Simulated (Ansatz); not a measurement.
[ICl4]- (ICl₄⁻). The state is a triplet with charge -1. Geometry PBE-D4/def2-SVPD, that of the charge -1 singlet; atoms count from 1.

```xyz
5

I     0.000    0.000    0.000
Cl   -0.926    0.363   -2.374
Cl    2.268   -0.704   -0.992
Cl    0.926   -0.363    2.373
Cl   -2.268    0.704    0.992
```

In the def2 sets I takes a core potential; there is no spin–orbit coupling. At PBE0-D4/def2-TZVPD a singlet of charge -1 lies 2.64 eV below the triplet at the same geometry.

Estimate the Mulliken populations from the PBE0/def2-TZVPD orbitals of Ansatz.


```json
{"atom": "I1", "charge (e)": "0.91", "spin (α − β)": "1.06"}
{"atom": "Cl2", "charge (e)": "-0.46", "spin (α − β)": "0.04"}
{"atom": "Cl3", "charge (e)": "-0.49", "spin (α − β)": "0.43"}
{"atom": "Cl4", "charge (e)": "-0.46", "spin (α − β)": "0.04"}
{"atom": "Cl5", "charge (e)": "-0.49", "spin (α − β)": "0.43"}
```
Mulliken values depend strongly on the basis. With diffuse functions, as here, like atoms can get unlike values, and bond orders can come out too low or too high.

Where does the spin sit?

Summed by element: I 1.06, Cl 0.94, of 2 unpaired in all. Largest on single atoms: I1 1.06, Cl3 0.43, Cl5 0.43.

And the Mayer bond orders between heavy atoms (over 0.3)?

I1–Cl2 0.63 (2.57 Å); I1–Cl3 0.53 (2.57 Å); I1–Cl4 0.63 (2.57 Å); I1–Cl5 0.53 (2.57 Å).
